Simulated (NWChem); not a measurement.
Species: C$_{3}$H$_{7}$O, doublet; SMILES CC(C)[O]

Results from NWChem. Pople sets run with spherical d functions. Spin-unrestricted. In the optimisation the excess spin sits in a' (Cs, its own frame). No stability test was run on the SCF state. B3LYP is NWChem's, with the RPA form of VWN correlation. Each level has its own optimisation; frequencies are unscaled. Brackets give each atom's bonded neighbours.

| level | r C–C (Å) | r C–H [C(CHHH)–H(C)] (Å) | r C–O (Å) | r C–H [C(CCHO)–H(C)] (Å) | highest harmonic frequency (cm⁻¹) | lowest (cm⁻¹) | zero-point energy (kcal/mol) | dipole (D) |
|---|---|---|---|---|---|---|---|---|
| B3LYP/6-31G* | 1.539 | 1.095 | 1.375 | 1.115 | 3142 | 200 | 59.3 | 1.96 |
| UHF/3-21G | 1.530 | [?] | [?] | [?] | [?] | [?] | [?] | [?] |
| PBE-D3(BJ)/def2-SVP | 1.543 | 1.108 | 1.353 | 1.139 | 3089 | 193 | 56.8 | 2.03 |

Question: What belongs in the gaps?

Answer: 
- UHF/3-21G, r C–H [C(CHHH)–H(C)] (Å): 1.083
- UHF/3-21G, r C–O (Å): 1.452
- UHF/3-21G, r C–H [C(CCHO)–H(C)] (Å): 1.086
- UHF/3-21G, highest harmonic frequency (cm⁻¹): 3281
- UHF/3-21G, lowest (cm⁻¹): 222
- UHF/3-21G, zero-point energy (kcal/mol): 63.7
- UHF/3-21G, dipole (D): 2.16
